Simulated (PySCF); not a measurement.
Species: C9H6.
Cartesian coordinates in Å at the GFN2-xTB level; atoms count from 1:
```xyz
15
C9H6 angstrom
C      3.999    0.666   -1.284
C      3.155    0.447   -0.451
C      2.215    0.200    0.491
C      1.373   -0.022    1.337
C      0.427   -0.279    2.332
C     -0.893   -0.393    2.097
C     -1.470   -0.269    0.823
C     -1.976   -0.164   -0.265
C     -2.582   -0.038   -1.569
H      4.730    0.857   -2.011
H      0.812   -0.386    3.338
H     -1.575   -0.593    2.914
H     -3.101   -0.962   -1.829
H     -1.817    0.163   -2.319
H     -3.303    0.780   -1.567
```

Theory: B3LYP/def2-SVPD in PySCF (dipole) on a GFN2-xTB geometry, gas phase.

Take the most abundant isotopes and a rigid rotor. 

**Question.** Give the principal moments of inertia and the rotational constants in MHz.

**Answer.** Ia = 227.58, Ib = 600.68, Ic = 825.10 u·Å²; 505379 MHz·u·Å²/I gives A = 2221, B = 841.3, C = 612.5 MHz.

**Question.** What kind of rotor is it?

**Answer.** An asymmetric top: κ = (2 × 841.3 − 2221 − 612.5)/(2221 − 612.5) = -0.72.

**Question.** What does the inertial defect say?

**Answer.** Not planar: Δ = Ic − Ia − Ib = -3.17 u·Å². For a rigid frame Δ = −2 Σ m c², so Σ m c² = 1.58 u·Å² lies off the ab plane, practically all of it from hydrogen. The atom farthest from that plane is 0.89 Å away.

**Question.** Give the other two planar moments, Paa and Pbb, and the rms extents of the mass along the axes.

**Answer.** Paa = Σ m a² = (Ib + Ic − Ia)/2 = 599.10 and Pbb = Σ m b² = (Ia + Ic − Ib)/2 = 226.00 u·Å². With the mass M = 114.05 u, the rms extents √(P/M) along a, b and c are 2.29, 1.41, 0.12 Å.

**Question.** Which types of transition are allowed, and where do some lines up to J = 3 fall?

**Answer.** The dipole components are |μa| = 1.17 D, |μb| = 0.70 D, |μc| = 0.00 D; the mirror of this Cs structure is the ab plane, so μc vanishes by symmetry and there are no c-type lines. The squared components, which scale the intensities, stand as 1.00 : 0.36 (a : b). Some lines, for components of 0.1 D or more:

| type | branch | J(Ka,Kc) | MHz | lower level (cm⁻¹) |
| --- | --- | --- | --- | --- |
| a | Q | 3(1,2) ← 3(1,3) | 1371 | 0.317 |
| a | R | 1(0,1) ← 0(0,0) | 1454 | 0.000 |
| b | Q | 1(1,0) ← 1(0,1) | 1608 | 0.048 |
| b | Q | 3(1,2) ← 3(0,3) | 2292 | 0.287 |
| a | R | 2(1,2) ← 1(1,1) | 2679 | 0.095 |
| b | R | 1(1,1) ← 0(0,0) | 2833 | 0.000 |
| b | Q | 3(2,1) ← 3(1,2) | 3941 | 0.363 |
| b | Q | 2(2,0) ← 2(1,1) | 4164 | 0.207 |
| a | R | 3(0,3) ← 2(0,2) | 4259 | 0.145 |
| a | R | 3(2,1) ← 2(2,0) | 4464 | 0.346 |
| a | R | 3(1,2) ← 2(1,1) | 4687 | 0.207 |
| b | R | 3(1,3) ← 2(0,2) | 5179 | 0.145 |
| b | Q | 3(2,2) ← 3(1,3) | 5183 | 0.317 |
| b | R | 2(2,0) ← 1(1,1) | 7530 | 0.095 |
| b | R | 3(3,1) ← 2(2,0) | 11820 | 0.346 |
| b | R | 3(3,0) ← 2(2,1) | 11848 | 0.345 |

**Question.** Estimate the classical rotational partition function at 100 K, 200 K and 298.15 K.

**Answer.** Point group Cs, symmetry number σ = 1; q = (√π/σ)·√((kT/h)³/(ABC)), k/h = 20836.6 MHz/K: 158000 at 100 K, 446000 at 200 K, 811000 at 298.15 K.

Stationary, but not proved a minimum. No vibrational averaging or centrifugal distortion is included, and the geometry carries the error of its method. A rigid rotor knows nothing of internal rotation, which can split or shift real lines.
